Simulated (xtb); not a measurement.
xtb input (GFN2-xTB):

```bash
xtb mol.xyz --gfn 2 --ohess tight --chrg 0 --uhf 0
```
mol.xyz:
```
12

C      1.60419820    -0.18437868    -0.16458642
C      1.27533426     0.94689084     0.45230810
Se    -0.47132017     1.58925242     0.94476499
C     -1.58520069     0.32604992    -0.15747449
C     -1.15751907    -1.13281989    -0.04232343
Se     0.51995036    -1.54305549    -0.93860676
H      2.64501296    -0.32496408    -0.37711891
H      1.99769784     1.62535784     0.81630109
H     -2.54501845     0.55037740     0.14399461
H     -1.49012808     0.70939152    -1.21887172
H     -1.87190171    -1.74334315    -0.57092107
H     -1.11761473    -1.38505110     1.00283097
```

Output:

```
           -------------------------------------------------
          |                Calculation Setup                |
           -------------------------------------------------

           -------------------------------------------------
          |                 G F N 2 - x T B                 |
           -------------------------------------------------

        Reference                      10.1021/acs.jctc.8b01176
      * Hamiltonian:
        H0-scaling (s, p, d)           1.850000    2.230000    2.230000
        zeta-weighting                 0.500000
      * Dispersion:
        s8                             2.700000
        a1                             0.520000
        a2                             5.000000
        s9                             5.000000
      * Repulsion:
        kExp                           1.500000    1.000000
        rExp                           1.000000
      * Coulomb:
        alpha                          2.000000
        third order                    shell-resolved
        anisotropic                    true
        a3                             3.000000
        a5                             4.000000
        cn-shift                       1.200000
        cn-exp                         4.000000
        max-rad                        5.000000

          ...................................................
          :                      SETUP                      :
          :.................................................:
          :  # basis functions                  42          :
          :  # atomic orbitals                  40          :
          :  # shells                           20          :
          :  # electrons                        34          :
          :  max. iterations                   250          :
          :  Hamiltonian                  GFN2-xTB          :
          :  restarted?                      false          :
          :  GBSA solvation                  false          :
          :  PC potential                    false          :
          :  electronic temp.          300.0000000     K    :
          :  accuracy                    1.0000000          :
          :  -> integral cutoff          0.2500000E+02      :
          :  -> integral neglect         0.1000000E-07      :
          :  -> SCF convergence          0.1000000E-05 Eh   :
          :  -> wf. convergence          0.1000000E-03 e    :
          :  Broyden damping             0.4000000          :
          :  net charge                          0          :
          :  unpaired electrons                  0          :
          ...................................................

 iter      E             dE          RMSdq      gap      omega  full diag
   1    -18.0678625 -0.180679E+02  0.532E+00    3.71       0.0  T
   2    -18.1159065 -0.480440E-01  0.394E+00    3.11       1.0  T
   3    -18.1195143 -0.360774E-02  0.163E+00    3.20       1.0  T
   4    -18.1200268 -0.512565E-03  0.377E-01    3.18       1.0  T
   5    -18.1201494 -0.122563E-03  0.215E-01    3.15       1.0  T
   6    -18.1201199  0.295084E-04  0.948E-02    3.16       1.0  T
[...]
     4   6 C        9   1 H                                       1.0924664
     4   6 C       10   1 H                                       1.0921214
     5   6 C       11   1 H                                       1.0926220
     5   6 C       12   1 H                                       1.0920266

 * 2 distinct bonds (by element types)

   Z      Z             #   av. dist./Å        max./Å        min./Å
   1 H    6 C           6     1.0890251     1.0926220     1.0824481
   6 C    6 C           2     1.4213594     1.5123210     1.3303977

           -------------------------------------------------
          |               Frequency Printout                |
           -------------------------------------------------
 projected vibrational frequencies (cm⁻¹)
eigval :       -0.00    -0.00    -0.00     0.00     0.00     0.00
eigval :       60.10   173.28   216.19   319.10   327.07   469.58
eigval :      518.88   527.28   551.88   642.54   674.05   813.46
eigval :      825.09   847.54  1033.17  1069.55  1118.47  1158.74
eigval :     1213.71  1232.05  1237.66  1413.10  1429.53  1568.06
eigval :     2949.96  2951.42  2958.73  2960.27  3021.93  3032.47
 reduced masses (amu)
   1: 58.52   2: 63.47   3: 53.88   4: 61.72   5: 68.40   6: 26.97   7: 24.72   8: 61.20
   9: 21.79  10: 12.90  11: 16.02  12: 24.82  13: 25.21  14: 17.44  15: 17.31  16:  5.59
  17: 11.86  18:  5.86  19:  2.53  20:  5.06  21:  8.61  22:  1.44  23:  3.16  24:  1.46
  25:  3.47  26:  3.19  27:  3.28  28:  1.84  29:  1.91  30: 11.77  31:  1.97  32:  1.88
  33:  1.50  34:  1.64  35:  1.76  36:  1.88
 IR intensities (km·mol⁻¹)
   1:  0.04   2:  0.06   3:  0.10   4:  0.01   5:  0.01   6:  0.28   7:  5.71   8:  0.17
   9:  0.60  10:  0.26  11:  0.61  12:  4.51  13:  6.30  14: 10.05  15:  5.56  16: 50.67
  17: 35.29  18: 46.05  19:  0.40  20:  0.06  21:  0.02  22:  5.22  23:  0.35  24:  1.15
  25:  2.22  26: 68.19  27: 15.37  28:  8.20  29:  0.08  30: 36.26  31:  6.28  32: 11.00
  33: 19.17  34: 16.74  35:  0.34  36: 19.21
 Raman intensities (Ä⁴*amu⁻¹)
   1:  0.00   2:  0.00   3:  0.00   4:  0.00   5:  0.00   6:  0.00   7:  0.00   8:  0.00
   9:  0.00  10:  0.00  11:  0.00  12:  0.00  13:  0.00  14:  0.00  15:  0.00  16:  0.00
  17:  0.00  18:  0.00  19:  0.00  20:  0.00  21:  0.00  22:  0.00  23:  0.00  24:  0.00
  25:  0.00  26:  0.00  27:  0.00  28:  0.00  29:  0.00  30:  0.00  31:  0.00  32:  0.00
Molecule has the following symmetry elements: (C2)
It seems to be the C2 point group
  33:  0.00  34:  0.00  35:  0.00  36:  0.00
 output can be read by thermo (or use thermo option).
 writing <g98.out> molden fake output.
 recommended (thermochemical) frequency scaling factor: 1.0
           -------------------------------------------------
          |             Thermodynamic Functions             |
           -------------------------------------------------

c2  symmetry found (for desy threshold:  0.10E+00) used in thermo

          ...................................................
          :                      SETUP                      :
          :.................................................:
          :  # frequencies                          30      :
          :  # imaginary freq.                       0      :
          :  linear?                             false      :
          :  only rotor calc.                    false      :
          :  symmetry                               c2      :
          :  rotational number                       2      :
          :  scaling factor                  1.0000000      :
          :  rotor cutoff                   50.0000000 cm⁻¹ :
          :  imag. cutoff                  -20.0000000 cm⁻¹ :
          :.................................................:

    mode    ω/cm⁻¹     T·S(HO)/kcal·mol⁻¹    T·S(FR)/kcal·mol⁻¹   T·S(vib)
   ------------------------------------------------------------------------
       1     60.10    -1.32788 ( 67.62%)    -1.00185 ( 32.38%)    -1.22231
       2    173.28    -0.71543 ( 99.31%)    -0.68829 (  0.69%)    -0.71524
       3    216.19    -0.59355 ( 99.71%)    -0.62276 (  0.29%)    -0.59363
   ------------------------------------------------------------------------

   temp. (K)  partition function   enthalpy   heat capacity  entropy
                                   cal/mol     cal/K/mol   cal/K/mol   J/K/mol
 298.15  VIB   29.2                 2653.251     19.053     15.253
         ROT  0.288E+06              888.752      2.981     27.963
         INT  0.843E+07             3542.004     22.034     43.217
         TR   0.299E+28             1481.254      4.968     41.939
         TOT                        5023.2576    27.0019    85.1555   356.2904

       T/K    H(0)-H(T)+PV         H(T)/Eh          T*S/Eh         G(T)/Eh
   ------------------------------------------------------------------------
    298.15    0.800507E-02    0.930146E-01    0.404601E-01    0.525545E-01
   ------------------------------------------------------------------------

         :::::::::::::::::::::::::::::::::::::::::::::::::::::
         ::                  THERMODYNAMIC                  ::
         :::::::::::::::::::::::::::::::::::::::::::::::::::::
         :: total free energy         -17.874033119009 Eh   ::
         ::.................................................::
         :: total energy              -17.926587588887 Eh   ::
         :: zero point energy           0.085009503425 Eh   ::
         :: G(RRHO) w/o ZPVE           -0.032455033547 Eh   ::
         :: G(RRHO) contrib.            0.052554469878 Eh   ::
         :::::::::::::::::::::::::::::::::::::::::::::::::::::

optimized geometry written to: xtbopt.xyz

           -------------------------------------------------
          | TOTAL ENERGY              -17.926587588887 Eh   |
          | TOTAL ENTHALPY            -17.833573015004 Eh   |
          | TOTAL FREE ENERGY         -17.874033119009 Eh   |
          | GRADIENT NORM               0.000217111627 Eh/α |
          | HOMO-LUMO GAP               3.199775377094 eV   |
           -------------------------------------------------

------------------------------------------------------------------------
------------------------------------------------------------------------
 total:
 SCF:
Note: The following floating-point exceptions are signalling: IEEE_UNDERFLOW_FLAG IEEE_DENORMAL
normal termination of xtb
 ANC optimizer:
 analytical hessian:
```
